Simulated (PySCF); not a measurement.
Bicarbonate, SMILES O=C([O-])O (CHO3 (anion, charge -1)) at its B3LYP/def2-SVP optimised geometry (Å):

```
5

O     -0.8860    -0.0119     0.0000
C      0.5607    -0.0119     0.0000
O      1.0509     1.1374    -0.0009
O      1.0673    -1.1374     0.0006
H     -1.0673     0.9382     0.0000
```

Level of theory: B3LYP/def2-TZVPD (PySCF). Cells within 0.4 Å of a nucleus heavier than hydrogen are left out (blank, or x).

Map of the HOMO amplitude (bohr^(-3/2)), clipped to [-0.25, 0.25] on the plane z = 0.0 Å; orbital energy -1.33 eV, overall sign arbitrary:

```
|544444444444444444444445555|
|554444444444444444444445555|
|555444444444444444444455555|
|555554444444444444444555555|
|555555444444444444445555555|
|555555554444443334445555555|
|555555555444433223455555555|
|555555555544432102565555555|
|5555555555544320xxx76655555|
|5555555556554320xxx97655555|
|55555555566544324x997655555|
|444555555665544468876555555|
|444444455xx6544xx6665555555|
|444444444xxx55xxx4444444455|
|444444443xx445xxx3334444444|
|444444443334555531123444444|
|44444444444455665x002344444|
|4444444444455679xxx02344444|
|4444444444555679xxx23444444|
|444444444555567898544444444|
|444444445555556776544444444|
|444444455555555665554444444|
|444445555555555555555444444|
|444455555555555555555544444|
|444555555555555555555544444|
|444555555555555555555554444|
|445555555555555555555555444|
```
Scale: ten equal steps from -0.250 (start of '0') to 0.250 (end of '9'), in the order '0123456789'; x runs from -3.50 to 3.50, y from -3.50 (bottom) to 3.50 (top).
